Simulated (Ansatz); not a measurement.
Molecule: dibromo(dimethoxy)silane, C2H6Br2O2Si (charge 0, singlet). SMILES: CO[Si](Br)(Br)OC
Geometry from a B3LYP-D3(BJ)/def2-TZVP (Ansatz, a first-principles code) optimisation:
```xyz
13

C     -2.0439     1.8520     0.2770
O     -0.6516     1.6721     0.5181
Si     0.2176     0.3354     0.2461
Br    -0.5024    -1.3493     1.4832
Br     0.0279    -0.2132    -1.9106
O      1.7598     0.5966     0.6318
C      2.6087     1.5843     0.0463
H     -2.2743     1.7030    -0.7797
H     -2.2960     2.8717     0.5617
H     -2.6306     1.1540     0.8776
H      2.7075     1.4180    -1.0282
H      2.2131     2.5855     0.2249
H      3.5856     1.4911     0.5164
```
Charge 0, spin multiplicity 1.

Computed values are from Ansatz. Correlated levels leave the core frozen unless marked. Open shells are spin-unrestricted. No spin-orbit coupling. Frozen are the shells of the preceding noble gas and the d and f shells that filled before the atom's block. No relativistic terms. Basis-set limits of correlation are two-point, X^-3; Hartree-Fock from the larger set.

**Question.** What is the dipole moment at CCSD(T)/def2-SVPD?

**Answer.** 2.11 D.

**Question.** What is the atomisation energy De at CCSD(T)/CBS(def2-TZVPP,def2-QZVPP)?

**Answer.** 4938.0 kJ/mol.

**Question.** What is the T1 diagnostic at CCSD/def2-QZVPP?

**Answer.** 0.011.

**Question.** What is the total energy at CCSD(T)/CBS(def2-TZVPP,def2-QZVPP)?

**Answer.** -5664.6770 Eh.
